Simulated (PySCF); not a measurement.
PySCF 2.14 output of a UHF calculation on a single atom or ion in cc-pVDZ-PP with ECP60MDF (4s4p3d1f, 38 functions), with scalar relativity through the core potential:

```
SCF conv_tol = 1e-09
number electrons alpha = 6  beta = 4
cycle= 1 E= -47.2462888752158  delta_E= -0.00279  |g|= 0.0122  |ddm|= 0.0444
cycle= 2 E= -47.246358998203  delta_E= -7.01e-05  |g|= 0.00198  |ddm|= 0.00784
cycle= 3 E= -47.2463610260457  delta_E= -2.03e-06  |g|= 0.000103  |ddm|= 0.00297
cycle= 4 E= -47.2463610397319  delta_E= -1.37e-08  |g|= 5.4e-06  |ddm|= 0.0011
cycle= 5 E= -47.2463610397531  delta_E= -2.12e-11  |g|= 5.29e-07  |ddm|= 4.37e-05
converged SCF energy = -47.2463610397531  <S^2> = 2.0025737  2S+1 = 3.0017153
```

The run itself started from symmetry-adapted Hartree-Fock orbitals and held the occupation by maximum overlap, so the iterations belong to that start.

**Question.** Which element, charge and spin multiplicity is this?

**Answer.** Hf²⁺ (hafnium, charge +2), multiplicity 3; the state was [Xe] 4f14 5d2, high-spin 3F determinant.

Energies and moments cover only the electrons outside the core potential. Spin-orbit coupling, absent here, splits the open shell strongly.
